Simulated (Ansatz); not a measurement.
H6OSSi2 (`[SiH3]O[SiH2]S`) at its PBE0-D4/def2-TZVP geometry, where that method's forces vanish. The species carries charge 0 and has multiplicity 1.

```json
{"atom": "Si1", "x (Å)": "1.532", "y (Å)": "0.423", "z (Å)": "0.709"}
{"atom": "O2", "x (Å)": "0.558", "y (Å)": "-0.623", "z (Å)": "-0.101"}
{"atom": "Si3", "x (Å)": "-0.842", "y (Å)": "-0.659", "z (Å)": "-0.937"}
{"atom": "S4", "x (Å)": "-2.231", "y (Å)": "0.818", "z (Å)": "-0.278"}
{"atom": "H5", "x (Å)": "2.800", "y (Å)": "-0.287", "z (Å)": "1.002"}
{"atom": "H6", "x (Å)": "0.888", "y (Å)": "0.843", "z (Å)": "1.979"}
{"atom": "H7", "x (Å)": "1.809", "y (Å)": "1.624", "z (Å)": "-0.121"}
{"atom": "H8", "x (Å)": "-0.605", "y (Å)": "-0.326", "z (Å)": "-2.361"}
{"atom": "H9", "x (Å)": "-1.410", "y (Å)": "-2.015", "z (Å)": "-0.777"}
{"atom": "H10", "x (Å)": "-2.499", "y (Å)": "0.201", "z (Å)": "0.886"}
```

(1) For each bond, give half the difference of the two atoms' forces along it (eV/Å; positive pushes the atoms apart) under PBE-D4, r2SCAN-D4, B3LYP-D4, ωB97M-V in def2-TZVPP. (Estimate.)

Results:

(1) Ansatz gave: 
| bond | length (Å) | PBE-D4 | r2SCAN-D4 | B3LYP-D4 | ωB97M-V |
| --- | --- | --- | --- | --- | --- |
| Si1–O2 | 1.643 | 0.21 | 0.03 | 0.11 | 0.15 |
| Si1–H5 | 1.482 | 0.04 | -0.03 | -0.10 | -0.15 |
| Si1–H6 | 1.485 | 0.02 | -0.02 | -0.08 | -0.13 |
| Si1–H7 | 1.485 | 0.02 | -0.02 | -0.07 | -0.12 |
| O2–Si3 | 1.631 | 0.24 | 0.04 | 0.08 | 0.11 |
| Si3–S4 | 2.132 | 0.07 | 0.05 | 0.19 | 0.06 |
| Si3–H8 | 1.481 | 0.04 | -0.03 | -0.13 | -0.16 |
| Si3–H9 | 1.479 | 0.02 | -0.04 | -0.15 | -0.18 |
| S4–H10 | 1.344 | 0.25 | 0.01 | -0.02 | -0.09 |

B3LYP here is the variant with VWN-RPA as its local correlation; programs differ in this.
